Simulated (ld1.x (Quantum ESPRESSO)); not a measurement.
## Building the RRKJ potential for Co (PW91, scalar-relativistic).

```
Element                 : Co (Z = 27)
Generator               : ld1.x (Quantum ESPRESSO) 7.5
Type                    : norm-conserving RRKJ (Kleinman–Bylander form)
Functional              : PW91
Relativity              : scalar-relativistic
Frozen core             : [Ar]
Valence charge          : 9
Reference configuration : 3d7 4s2 4p0
Partial waves           : 4p (bound, empty): rc 2.55 bohr; 3d (bound): rc 1.40 bohr; 4s (bound): rc 1.65 bohr
Local potential         : the s channel
Core correction         : a·sin(br)/r model core, default radius (core density twice the valence density)
rho0                    : 0.01
```

All-electron outer shells of the reference configuration (PW91, scalar-relativistic, ld1.x):

| shell | level (eV) | outermost node (bohr) | outermost maximum (bohr) |
| --- | --- | --- | --- |
| 3s | -102.40 | 0.31 | 0.66 |
| 3p | -65.69 | 0.28 | 0.68 |
| 3d | -8.28 | – | 0.66 |
| 4s | -5.53 | 0.96 | 2.32 |
| 4p | -1.33 | 1.05 | 3.25 |

(1) Estimate the cutoffs (Ry, on a coarse ladder) from which the occupation-weighted sum of valence levels, in a spherical-Bessel basis at the reference potential, stays within 10 and 1 mRy of its value at 400 Ry.

(2) Does the potential have ghost states?

(3) Which valence shell sets the plane-wave cutoff?

(4) Tests: 3d7 4s1 4p0; 3d7 4s0 4p0; 3d6 4s0 4p0; 3d7 4s0 4p2; 3d7 4s0 4p1; 3d6 4s2 4p0; 3d7.5 4s1.5 4p0. Which has the largest error in its energy relative to the reference configuration, and how large is it?

Answers

(1) 90 Ry and 140 Ry.

(2) No extra level below or beside the all-electron valence levels (p, d, s, f tested).

(3) 3d: its level needs 100 Ry to come within 1 mRy, against 45 Ry for 4s.

(4) 3d6 4s0 4p0, with -457 meV (all-electron minus pseudo) on +61.91 eV.
